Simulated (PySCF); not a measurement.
## How methods differ on the ionisation energy of K

K [Ar] 4s1 (2S) → K⁺ [Ar] (1S), as a difference of total energies. All numbers are calculated (PySCF 2.14, no relativity, point nucleus, in def2-TZVP). The calculations carry no spin-orbit coupling.

| method | ionisation energy (eV) | difference from reference (eV) |
| --- | --- | --- |
| UHF | 4.009 | -0.332 |
| PBE | 4.436 | +0.095 |

Reference: 4.341 eV (measured; NIST Atomic Spectra Database, ionization energies).

These non-relativistic numbers lack the scalar-relativistic shift.
